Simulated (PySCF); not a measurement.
Isomers of H4O2Si2. Isolated molecules, 0 K electronic values unless said otherwise. One relaxed conformer stands for each flexible species; it need not be the lowest. Strings in code marks are SMILES.

Level of theory: r2SCAN-D4/def2-TZVP in PySCF. Excitations are Tamm–Dancoff values on a coarser integration grid. The basis has no diffuse functions, so Rydberg states are missing or too high.

```tsv
species	HOMO–LUMO gap (eV)	brightest of the four lowest singlets (TDA) (eV)
`O=[Si](O)[SiH3]` (Si–Si–O–H torsion 0°)	?	5.96
`O[Si](O)=[SiH2]` (H–O–Si–Si torsion -19°, Si–Si–O–H torsion -165°)	3.38	4.69
`[SiH2](O)[SiH]=O` (O–Si–Si–O torsion 180°, Si–Si–O–H torsion 180°)	3.48	–
`[SiH3]O[SiH]=O` (O–Si–O–Si torsion 1°)	5.38	–
`O/[SiH]=[SiH]/O` (H–O–Si–Si torsion -58°, Si–Si–O–H torsion 58°)	2.40	?
`O/[SiH]=[SiH]\O` (H–O–Si–Si torsion 52°, Si–Si–O–H torsion -118°)	2.53	4.58
```

Complete the blanks.


- `O=[Si](O)[SiH3]` (Si–Si–O–H torsion 0°), HOMO–LUMO gap (eV): 4.45
- `O/[SiH]=[SiH]/O` (H–O–Si–Si torsion -58°, Si–Si–O–H torsion 58°), brightest of the four lowest singlets (TDA) (eV): 4.35
